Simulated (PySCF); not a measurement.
Compound: C₂H₈FN₂Si (doublet state).
Cartesian coordinates in Å at the GFN2-xTB level; atoms count from 1:
```xyz
14
C2H8FN2Si angstrom
C     -0.9479   -0.8212   -1.2135
N     -0.5785   -0.1176   -0.0916
C     -1.5006    0.9142    0.3228
Si     0.9301   -0.3923    0.7033
N      2.2371    0.2283   -0.2204
F      0.9263    0.5114    2.0347
H     -1.9665   -0.7583   -1.5423
H     -0.3481   -1.6643   -1.4900
H     -2.4959    0.4898    0.4793
H     -1.5755    1.6914   -0.4425
H     -1.1598    1.3664    1.2492
H      1.0091   -1.7684    1.1742
H      2.3271   -0.0189   -1.1911
H      3.1425    0.3390    0.2056
```

The hyperfine couplings belong to this conformer and change with its torsions.

The species is `[CH2]N(C)[Si@@H](N)F` [radical].

The calculation used UKS B3LYP, pcH-1 on C F H N Si, non-relativistic, mean-field spin-orbit, GIAO (PySCF 2.14.0). Isolated species at its GFN2-xTB geometry (one conformer only). The geometry wasn't refined by DFT: couplings that depend on bond lengths, twists or pyramidal angles can differ widely from those at the functional's own minimum. The frame is twisted about the C1–N2 bond at this geometry (dihedral H8–C1–N2–Si4 = 10°); couplings at other torsion angles weren't computed. The SCF solution wasn't tested for stability.

Principal values of hyperfine tensors in MHz (contact, dipolar and spin–orbit terms together), for some of the nuclei:

```tsv
atom	isotope	A1	A2	A3
C1	13C	39.59	40.18	237.10
H8	1H	-75.09	-43.14	-11.05
H7	1H	-71.64	-38.78	-8.15
H9	1H	16.18	16.80	26.23
Si4	29Si	5.36	10.19	11.16
C3	13C	-9.94	-8.90	-5.87
F6	19F	1.13	2.94	15.70
N2	14N	-6.23	-5.62	29.65
```

**Question.** Split each tensor into its isotropic and traceless parts, and turn a_iso into mT with g = 2.0028.

**Answer.** a_iso = (A1 + A2 + A3)/3, Ti = Ai − a_iso; 1 mT corresponds to 28.032 MHz. The tensors hold a spin–orbit part: the run splits a_iso into a_FC + a_SO, and T includes its anisotropic share.

| atom | a_iso (MHz) | a_FC | a_SO | a_iso (mT) | T1 | T2 | T3 |
| --- | --- | --- | --- | --- | --- | --- | --- |
| C1 | 105.62 | 105.69 | -0.06 | 3.768 | -66.03 | -65.44 | 131.48 |
| H8 | -43.09 | -43.11 | 0.02 | -1.537 | -31.99 | -0.05 | 32.04 |
| H7 | -39.52 | -39.54 | 0.02 | -1.410 | -32.12 | 0.75 | 31.37 |
| H9 | 19.74 | 19.74 | 0.00 | 0.704 | -3.56 | -2.93 | 6.49 |
| Si4 | 8.90 | 8.88 | 0.02 | 0.318 | -3.54 | 1.29 | 2.25 |
| C3 | -8.24 | -8.24 | 0.00 | -0.294 | -1.70 | -0.67 | 2.37 |
| F6 | 6.59 | 6.59 | 0.00 | 0.235 | -5.46 | -3.65 | 9.11 |
| N2 | 5.93 | 5.96 | -0.03 | 0.212 | -12.16 | -11.56 | 23.72 |

**Question.** What spin density at the nucleus of Si4 lies behind its contact coupling (g_N = -1.11058)?

**Answer.** a_FC = (2μ0/3) gₑ μB g_N μN ρ(0)/(2S·h) = 800.24 MHz × g_N × ρ(0)/(2S), with ρ in bohr⁻³. With a_FC = 8.88 MHz and 2S = 1, ρ(0) = -0.009993 bohr⁻³. The nuclear moment is negative, so coupling and spin density have opposite signs.

**Question.** H10 (1H, g_N = 5.58569) isn't in the table. Its spin density at the nucleus is 0.00541 bohr⁻³. What is its contact coupling?

**Answer.** By the same relation, a_FC = 24.2 MHz. Its full tensor has the principal values 20.28, 21.23, 31.04 MHz.

**Question.** Name the largest traceless tensor T of the table and describe it.

**Answer.** C1: -66.0, -65.4, 131.5 MHz, axial, in the ratio −1:−1:+2, the form that spin in one p orbital centred on that nucleus gives.

**Question.** In a single crystal, with the field along each principal axis of the tensor of C1 in turn, what first-order splitting does this nucleus give (isotropic g, quadrupole terms neglected)?

**Answer.** 2 lines (I = 1/2), spaced by |A_i|/(g × 13.996): 1.41, 1.43, 8.46 mT along the axes of A1, A2 and A3.
